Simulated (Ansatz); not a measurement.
`BC1[SiH2][SiH2]1` and `NC1[SiH2][SiH2]1` differ in one atom or group.

Ansatz, PBE0-D4/def2-TZVP geometries, multiplicity 1. Each molecule was computed in one conformer, which needn't be the lowest.

| property | `BC1[SiH2][SiH2]1` |
| --- | --- |
| size of the dipole moment (PBE/def2-TZVPP) / D | 1.50 |
| zero-point energy (PBE0-D4/def2-TZVP) / kJ/mol | 186.3 |
| size of the dipole moment (B3LYP/def2-TZVPP) / D | 1.49 |
| HOMO–LUMO gap (PBE0/def2-TZVPP) / eV | 6.21 |
| LUMO energy (B3LYP/def2-TZVPP) / eV | -0.96 |
| HOMO energy (PBE0/def2-TZVPP) / eV | -7.00 |

**Question.** What does the change do to each property? (Best estimate.)

**Answer.** Ansatz gave: 
```tsv
property	`NC1[SiH2][SiH2]1`	shift
size of the dipole moment (PBE/def2-TZVPP) / D	1.48	-0.02
zero-point energy (PBE0-D4/def2-TZVP) / kJ/mol	201.0	14.7
size of the dipole moment (B3LYP/def2-TZVPP) / D	1.38	-0.11
HOMO–LUMO gap (PBE0/def2-TZVPP) / eV	6.07	-0.14
LUMO energy (B3LYP/def2-TZVPP) / eV	-0.37	0.59
HOMO energy (PBE0/def2-TZVPP) / eV	-6.25	0.75
```

With PBE0 the HOMO rises by 0.75 eV and the LUMO rises by 0.62 eV, so the gap narrows by about 0.13 eV. PBE moves the HOMO by 0.94 eV and ωB97M-V by 0.66 eV. Dipoles are sizes alone; their direction can turn.

B3LYP here is the variant with VWN-RPA as its local correlation; programs differ in this.
